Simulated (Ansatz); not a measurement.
Redistribution: C2H8OSi2 + SiH2(OH)(SiH3) → C2H8O2Si2 + SiH3(SiH3)

Species: C2H8OSi2 `O[SiH2]/C=C/[SiH3]`, singlet; SiH2(OH)(SiH3) (disilanol), singlet; C2H8O2Si2 `O[SiH](O)/C=C/[SiH3]`, singlet; SiH3(SiH3) (disilane), singlet. The partners trade H for OH; both sit on Si, so the bond types are kept.

Shapes, held fixed at every level: PBE0-D4/def2-TZVP. Flexible molecules stand in one conformer, not always the lowest. Programs: Ansatz 0.2.0. Electronic energies: no zero-point or thermal term.

| level | kind | ΔE (kJ/mol) | less CCSD(T)/CBS estimate |
| --- | --- | --- | --- |
| HF/def2-TZVPP | Hartree–Fock | -35.7 | +2.4 |
| PBE-D4/def2-TZVPP | GGA | -36.8 | +1.3 |
| r2SCAN-D4/def2-TZVPP | meta-GGA | -38.8 | -0.7 |
| B3LYP-D4/def2-TZVPP | global hybrid | -36.7 | +1.4 |
| wB97X-V/def2-TZVPP | range-separated hybrid | -37.7 | +0.4 |
| B2PLYP/def2-TZVPP | double hybrid | -36.6 | +1.5 |
| CCSD/def2-TZVPP | coupled cluster or CI | -39.1 | -1.0 |
| CCSD(T)/CBS estimate | coupled cluster or CI | -38.1 | 0.0 |

The highest level, CCSD(T)/CBS estimate, gives ΔE = -38.1 kJ/mol; the levels span -39.1 to -35.7. The column of differences is taken from that level and isn't an error. No measured value is set beside it here. The CBS estimate extrapolates MP2 from def2-TZVPP and def2-QZVPP and adds CCSD(T) − MP2 in the triple-zeta set, cores frozen.
